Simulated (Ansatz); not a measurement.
```xyz
13

C    -0.529    2.452    0.265
N    -0.717    1.550   -0.590
Si   -1.742    0.148   -0.373
Al   -0.238   -1.801   -0.311
Si    2.137   -1.388    0.167
H    -1.025    2.486    1.249
H     0.162    3.277    0.057
H    -2.577    0.254    0.873
H    -2.679    0.120   -1.530
H    -0.788   -3.271   -0.575
H     2.303   -0.278    1.149
H     2.858   -2.577    0.703
H     2.834   -0.971   -1.086
```

Charge 0, multiplicity 1.

Task: List the r2SCAN/def2-TZVPP orbital energies in eV (Ansatz). (Best estimate.)

Result: Ansatz gave: Occupied: -1790.94, -1790.63, -1517.35, -385.16, -274.56, -141.39, -141.14, -110.85, -96.27, -96.23, -96.23, -95.99, -95.99, -95.98, -71.21, -70.96, -70.94, -23.60, -16.09, -13.69, -13.47, -11.71, -10.69, -10.00, -9.23, -8.74, -8.69, -8.44, -7.11, -6.34, -6.02. Lowest empty: -2.91, -1.81, -0.83, -0.12, 0.20, 0.50, 1.14, 1.33.
